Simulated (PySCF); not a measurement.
**C₆H₁₁B: full NMR table**

* Formula: C6H11B
* SMILES: B[C@@H]1C[C@H]1C1CC1
* InChI: InChI=1S/C6H11B/c7-6-3-5(6)4-1-2-4/h4-6H,1-3,7H2/t5-,6+/m0/s1
* Point group of the computed structure: C1
* Carbon signals: 6
* Proton signals: 10

Atoms are numbered as in `[BH2:1][C@@H:2]1[CH2:3][C@H:4]1[CH:5]1[CH2:6][CH2:7]1`; H(Xn) means a hydrogen on atom n. Ha(C3) is cis to B1 on the ring; Ha(C6), Ha(C7) are cis to C4 on the ring; Hb(C3) is trans to B1 on the ring; Hb(C6), Hb(C7) are trans to C4 on the ring.

Method: B3LYP/pcJ-1 coupling constants (spin–dipole term only in couplings to heteroatoms), PBE0-D3(BJ)/def2-SVP geometry, GIAO PBE0/pcSseg-1 shieldings, in PySCF 2.14.0 with density-fitted response routines (one conformer, rapidly exchanging positions averaged, non-relativistic Hamiltonian, no solvent).

Shifts are taken against calculated references (same method and geometry level): 1H (σref 31.27), 13C (σref 184.41) vs TMS; BF3·OEt2 for 11B (σref 100.73).

| carbon | δC, type | δH (multiplicity, J in Hz) | HMBC from (abs. J ≥ 3 Hz) | span of the C tensor (ppm) |
| --- | --- | --- | --- | --- |
| C2 | 27.8, CH | 1.16 (m) | H(B1) | 115 |
| C3 | 22.9, CH2 | Hb(C3) 1.29 (ddd, 9.5, 6.0, 3.8); Ha(C3) 1.39 (ddd, 9.0, 6.8, 3.8) | H(B1) | 42 |
| C4 | 32.9, CH | 0.47 (m) | Hb(C6), Hb(C7), Ha(C6), Ha(C7) | 69 |
| C5 | 17.8, CH | 0.01 (m) | Ha(C3), Hb(C3), H(C2) | 79 |
| C6 | 8.0, CH2 | Ha(C6) 0.33 (m); Hb(C6) 0.64 (m) | – | 61 |
| C7 | 7.1, CH2 | Hb(C7) 0.54 (m); Ha(C7) 0.06 (m) | – | 63 |

Other nuclei:
| atoms | nucleus | environment | δ (ppm) | σ (ppm) |
| --- | --- | --- | --- | --- |
| H(B1) | 1H | hydrogen on a boron bonded to C | 6.78 | 24.48 |
| B1 | 11B | boron bonded to C, 2 H | 81.0 | 19.7 |

Selected couplings (Hz, signed; the shortest-range and largest first, 30 at most; isotopes 13C, 1H, 11B): 1J(C3,Ha(C3)) 173.8, 1J(C6,Hb(C6)) 169.5, 1J(C7,Hb(C7)) 169.3, 1J(C3,Hb(C3)) 169.3, 1J(C4,H(C4)) 168.3, 1J(C6,Ha(C6)) 167.7, 1J(C7,Ha(C7)) 167.6, 1J(C5,H(C5)) 165.3, 1J(C2,H(C2)) 160.5, 1J(B1,H(B1)) 134.0, 1J(B1,C2) 68.3, 1J(C4,C5) 58.8, 1J(C3,C4) 22.9, 1J(C5,C7) 15.7, 1J(C6,C7) 14.7, 1J(C5,C6) 14.7, 1J(C2,C3) 10.2, 1J(C2,C4) 2.2, 2J(Ha(C6),Hb(C6)) -5.7, 2J(Hb(C7),Ha(C7)) -5.6, 2J(Hb(C3),Ha(C3)) -3.8, 2J(C4,C7) -1.2, 3J(Ha(C6),Ha(C7)) 10.7, 3J(H(C4),H(C5)) 10.4, 3J(Hb(C6),Hb(C7)) 10.3, 3J(H(C2),Hb(C3)) 9.5, 3J(H(C5),Hb(C7)) 9.3, 3J(H(C5),Hb(C6)) 9.3, 3J(Ha(C3),H(C4)) 9.0, 3J(H(B1),H(C2)) 8.1.

δC 32.9, 27.8, 22.9, 17.8, 8.0, 7.1: three-membered-ring carbon. δH 6.78: hydrogen on a boron bonded to C. δH 1.39, 1.29, 1.16, 0.64, 0.54, 0.47, 0.33, 0.06, 0.01: hydrogen on a three-membered-ring carbon; cyclopropane-type protons are shielded by the ring.

Hydrogens on boron are broadened and split by 11B (spin 3/2, 80 %) and 10B (spin 3). A carbon bonded to boron is broadened by the quadrupolar boron nucleus and is often missing from a measured spectrum. Splittings below 1 Hz are ignored in the labels, and close J values are merged. Unscaled 3J(H,H) at this level run about 10 % above measured values. Shifts are as computed. Against solution values, carbons near 30 ppm lie about +2 ppm off and those near 130 ppm about +5 ppm. Of 1313 compounds with measured shifts, 239 miss one by over three times the rms of a fit or turn the order of signals round; such compounds aren't used in these exercises. Vicinal couplings across rotatable single bonds and in flexible rings belong to the one computed conformer; a conformer average would change them.
